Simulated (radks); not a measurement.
Question: The mean radii <r> (bohr) of the occupied orbitals of an atom or ion are listed with their occupations. Calculated with a radial shooting solver on a logarithmic mesh with Libxc functionals: non-relativistic Kohn-Sham, BLYP, spin-polarised, spherical densities, point nucleus.

| orbital | occ. | <r> |
|---|---|---|
| 1s up | 1 | 0.3285 |
| 1s down | 1 | 0.3276 |
| 2p up | 1 | 1.573 |

Name the element and its charge. Open shells, if any, are filled with parallel spins first.

Answer: Z = 5, boron, charge +2: B2+ in [He] 2p1. The 1s radius gives Z: for a bare nucleus <r> = 1.5/Z, 0.3 bohr for Z = 5, and screening makes it slightly larger (0.3285 here). The occupations add up to 3, and the charge is Z minus that.
